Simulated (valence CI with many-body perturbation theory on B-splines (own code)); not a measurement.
**Which ion has this spectrum?**

A relativistic CI+MBPT calculation for an atom or ion with 33 electrons gives these levels (cm⁻¹):

```csv
J,Parity,E,g
3/2,odd,0,1.41
3/2,odd,282019,1.44
5/2,odd,316184,1.20
1/2,odd,359303,0.66
3/2,odd,646630,1.29
5/2,even,843031,1.50
3/2,even,902671,1.00
1/2,even,944771,2.22
3/2,even,984068,0.99
5/2,even,1042950,1.19
3/2,even,1147822,1.44
5/2,even,1186248,1.23
3/2,even,1199022,1.01
1/2,even,1200371,0.55
```

The energies are calculated, and their last digits are not significant.

(1) Which is it?
A. Sm29+
B. Nd27+
C. Eu30+
D. Tb32+

## Answers

(1) C. Eu30+, ground level (4s^2 4p1/2^2 4p3/2) J=3/2.
